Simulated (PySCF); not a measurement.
Compound: C₅H₅O₃ (doublet state).
Z-matrix (Å and degrees, GFN2-xTB geometry), rows numbered from 1:
```
C 
O   1  1.4208
C   2  1.3406  1  116.31
C   3  1.3514  2  121.82  1  -165.19
O   4  1.3581  3  121.80  2  -172.42
C   5  1.3974  4  112.20  3    17.36
C   6  1.3354  5  121.88  4   -27.29
O   3  1.3608  2  117.91  1    13.18
H   1  1.0870  2  105.42  3   178.64
H   1  1.0921  2  110.97  3    59.42
H   1  1.0923  2  110.99  3   -62.16
H   4  1.0757  3  123.20  2     7.04
H   6  1.0731  5  112.95  4   161.40
```

The hyperfine couplings belong to this conformer and change with its torsions.

The species is `COC1=COC=[C]O1` [radical].

Computed, not measured: UKS B3LYP, pcH-1 on C H O, non-relativistic, mean-field spin-orbit, GIAO in PySCF. The structure is a single GFN2-xTB conformer in the gas phase; no vibrational or solvent corrections. A GFN2-xTB geometry isn't a minimum of the functional, and hyperfine couplings can be far from their values at a DFT geometry. Stability of the SCF solution: not tested.

Task: Match the computed a_iso(13C) values +259.5, +71.4, -11.8, +5.4, -1.2 MHz with the sites C1; C3; C4; C6; C7.

Result: 
```
site  a_iso (MHz)  ρ(0) (bohr⁻³)                 position  distance from C7 (Å)  spin population  largest |T| (MHz)
  C1         -1.2        -0.0010          4 bonds from C7                  3.95             0.00                0.6
  C3        -11.8        -0.0105          2 bonds from C7                  2.30            +0.01               10.9
  C4         +5.4        +0.0048          3 bonds from C7                  2.68            +0.12               20.4
  C6        +71.4        +0.0635           1 bond from C7                  1.34            +0.11               23.4
  C7       +259.5        +0.2308  largest spin population                  0.00            +0.50               90.6
```

Task: The isotropic 17O couplings are -42.4, -28.9 MHz. Assign them to O5; O8.

Result: 
```json
{"site": "O5", "a_iso (MHz)": "-28.9", "ρ(0) (bohr⁻³)": "+0.0477", "position": "2 bonds from C7", "distance from C7 (Å)": "2.39", "spin population": "+0.15", "largest |T| (MHz)": "65.7"}
{"site": "O8", "a_iso (MHz)": "-42.4", "ρ(0) (bohr⁻³)": "+0.0699", "position": "1 bond from C7", "distance from C7 (Å)": "1.36", "spin population": "+0.11", "largest |T| (MHz)": "53.9"}
```

Task: The isotropic 1H couplings, averaged over equivalent nuclei, are -10.9, +8.1, +1.8 MHz. Assign them to H9/H10/H11; H12; H13.

Result: 
```tsv
site	a_iso (MHz)	ρ(0) (bohr⁻³)	position	distance from C7 (Å)	bound to	spin population there	largest |T| (MHz)
H9/H10/H11	+1.8	+0.0004	5 bonds from C7	4.24	C1	0.00	2.2
H12	+8.1	+0.0018	4 bonds from C7, on C4 of spin population +0.12	3.75	C4	+0.12	8.3
H13	-10.9	-0.0024	2 bonds from C7, on C6 of spin population +0.11	2.14	C6	+0.11	10.8
```

ρ(0) is the spin density at the nucleus and T the dipolar tensor; entries for several nuclei are means. The largest Mulliken spin populations are on C7 (+0.50), O5 (+0.15), C4 (+0.12) and O8 (+0.11).

Means are taken over nuclei equivalent by connectivity, which assumes that they swap fast.

The SMILES `COC1=COC=[C]O1` draws the unpaired electron on C7, whose computed spin population is only +0.50.
